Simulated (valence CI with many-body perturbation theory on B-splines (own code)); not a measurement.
# E1 line list for Tc4+

Method: relativistic CI+MBPT: three valence electrons over a frozen Dirac-Fock core [Kr], radial functions for each j: 9 s, 9 p, 10 d, 8 f, 5 g, 3 h, 1 i, with the one-electron correlation potential Σ1, the two-electron term Σ2, the three-electron term Σ3, Breit, model QED; selected CI, second order for the rest, scaled by the run's own slope (own B-spline code, finite nucleus).

No measured spectrum was set against this ion. As an estimate, terms of the open shell hold to 2 to 4 % of their energy, and close levels can change places; different configurations can be misplaced against each other by 1,000 to 8,000 cm⁻¹. Core correlation moves these levels by up to 16000 cm⁻¹, and in measured spectra 5 to 20 % of such shifts remained as error; rates that hang on mixing are uncertain with them.

Lines 51 to 100 of 255 in falling wavelength, among levels below 23.305 eV, chosen from the strongest by gf and those to the six lowest levels. Wavelengths and rates use the calculated energies, so an error of 2000 cm⁻¹ moves a line at 161.9 nm by 3.2 % and its rate by three times that or more. Electric multipoles are in the length gauge, E1 and E2 with the static RPA response of the core. Weak lines are less certain than strong ones. Lines between different terms over intervals too small for the method are left out, as are lines whose strength nearly cancels. Where a level lies close to another of its J and parity, the split of strength between their lines is uncertain. The highest levels of a list are the least certain.

Names give the largest LS component (configuration and term), which can be under half, so a name can repeat, a term be missing and a line seem to break the LS rules; names also repeat where a configuration has a term twice. Letters in brackets count levels of one name in rising energy.

```tsv
λ vac (nm)	Upper	Lower	A (s⁻¹)	log gf	Branch %
161.9	4d2.5p 4D°_5/2 [b]	4d2.5s 2D_3/2	1.87e+08	-0.35	6.1
161.7	4d2.5p 2H°_9/2	4d2.5s 2G_7/2	6.82e+08	0.43	21.5
161.5	4d2.5p 4D°_3/2 [b]	4d2.5s 4P_3/2	1.92e+08	-0.52	6.6
161.4	4d2.5p 2H°_9/2	4d2.5s 2G_9/2	4.48e+07	-0.76	1.4
161.2	4d2.5p 2D°_3/2 [b]	4d2.5s 2D_5/2	8.69e+07	-0.87	2.2
161.0	4d2.5p 2F°_7/2	4d2.5s 4F_9/2	1.65e+08	-0.29	3.8
160.3	4d2.5p 4F°_7/2	4d2.5s 4F_7/2	3.04e+08	-0.03	6.4
160.2	4d2.5p 4F°_9/2	4d2.5s 4F_9/2	4.13e+08	0.20	9.5
160.1	4d2.5p 4D°_3/2 [b]	4d2.5s 4P_1/2	2.55e+08	-0.41	8.8
159.3	4d2.5p 2D°_5/2 [b]	4d2.5s 2D_5/2	9.83e+07	-0.65	2.7
158.8	4d2.5p 2G°_7/2 [b]	4d2.5s 4P_5/2	1.59e+08	-0.32	2.4
158.3	4d2.5p 4G°_11/2	4d2.5s 4F_9/2	8.05e+08	0.56	63.6
157.6	4d2.5p 2F°_5/2 [a]	4d2.5s 4F_5/2	1.61e+08	-0.44	5.2
157.5	4d2.5p 4D°_7/2 [c]	4d2.5s 2D_5/2	6.43e+08	0.28	12.9
157.4	4d2.5p 2P°_1/2	4d2.5s 4P_3/2	2.60e+08	-0.71	4.7
157.3	4d2.5p 2D°_3/2 [b]	4d2.5s 2D_3/2	4.40e+08	-0.19	10.9
157.0	4d2.5p 4D°_5/2 [b]	4d2.5s 4P_3/2	1.82e+08	-0.39	6.0
156.8	4d2.5p 4D°_5/2 [b]	4d2.5s 4P_5/2	1.85e+08	-0.39	6.0
156.5	4d2.5p 4F°_7/2	4d2.5s 4F_5/2	2.17e+08	-0.20	4.5
156.4	4d2.5p 2F°_7/2	4d2.5s 4F_7/2	9.04e+07	-0.58	2.1
155.8	4d2.5p 4P°_1/2	4d2.5s 2D_3/2	1.89e+08	-0.86	5.4
155.6	4d2.5p 4F°_9/2	4d2.5s 4F_7/2	3.69e+08	0.13	8.5
155.2	4d2.5p 2F°_5/2 [a]	4d2.5s 4F_3/2	2.81e+08	-0.22	9.0
154.4	4d2.5p 4P°_3/2	4d2.5s 2D_3/2	2.45e+08	-0.46	7.4
154.1	4d2.5p 2G°_7/2 [b]	4d2.5s 2F_7/2	5.02e+07	-0.84	0.8
153.9	4d2.5p 4D°_5/2 [a]	4d2.5s 4F_7/2	3.07e+08	-0.18	5.7
153.7	4d2.5p 4D°_7/2 [a]	4d2.5s 4F_9/2	3.17e+08	-0.05	6.7
153.6	4d2.5p 2D°_3/2 [a]	4d2.5s 4F_3/2	4.31e+08	-0.22	9.8
153.5	4d2.5p 4D°_7/2 [b]	4d2.5s 4P_5/2	4.92e+08	0.14	9.1
152.8	4d2.5p 2F°_7/2	4d2.5s 4F_5/2	1.53e+08	-0.37	3.5
152.8	4d2.5p 4P°_5/2	4d2.5s 2D_5/2	5.44e+08	0.06	13.9
152.7	4d2.5p 2D°_3/2 [b]	4d2.5s 4P_3/2	1.02e+08	-0.85	2.5
151.8	4d2.5p 4D°_1/2 [a]	4d2.5s 4F_3/2	7.52e+08	-0.28	10.9
151.4	4d2.5p 2D°_3/2 [b]	4d2.5s 4P_1/2	1.19e+08	-0.78	3.0
151.2	4d2.5p 4P°_1/2	4d2.5s 4P_3/2	4.06e+08	-0.56	11.7
151.2	4d2.5p 4D°_3/2 [a]	4d2.5s 4F_5/2	3.87e+08	-0.28	6.6
151.0	4d2.5p 2D°_5/2 [b]	4d2.5s 4P_3/2	3.49e+08	-0.15	9.6
150.9	4d2.5p 2D°_5/2 [a]	4d2.5s 4F_7/2	9.15e+07	-0.73	2.2
150.8	4d2.5p 2D°_5/2 [b]	4d2.5s 4P_5/2	3.33e+08	-0.17	9.2
150.7	4d2.5p 2F°_5/2 [b]	4d2.5s 2F_5/2	9.48e+07	-0.71	1.6
150.5	4d2.5p 4D°_5/2 [a]	4d2.5s 4F_5/2	2.63e+08	-0.27	4.9
150.2	4d2.5p 2G°_9/2 [b]	4d2.5s 2F_7/2	1.71e+08	-0.24	2.3
149.8	4d2.5p 4P°_3/2	4d2.5s 4P_5/2	1.30e+08	-0.76	3.9
149.5	4d2.5p 4D°_7/2 [a]	4d2.5s 4F_7/2	7.64e+07	-0.69	1.6
149.3	4d2.5p 4P°_5/2	4d2.5s 2D_3/2	1.54e+08	-0.51	3.9
148.8	4d2.5p 4P°_3/2	4d2.5s 4P_1/2	3.73e+08	-0.31	11.2
148.3	4d2.5p 2G°_7/2 [a]	4d2.5s 4F_7/2	9.52e+07	-0.60	1.9
147.5	4d2.5p 2G°_9/2 [a]	4d2.5s 4F_9/2	1.25e+08	-0.39	2.6
147.4	4d2.5p 2G°_7/2 [b]	4d2.5s 2F_5/2	1.20e+08	-0.50	1.8
145.1	4d2.5p 4P°_5/2	4d2.5s 4P_3/2	1.42e+08	-0.57	3.6
```

Problem. How does gf follow from A for the line at 149.8 nm?

Solution. gf = 1.4992 × (2J+1)_upper × A / σ², with σ = 66747 cm⁻¹ and 2J+1 = 4: gf = 0.175.
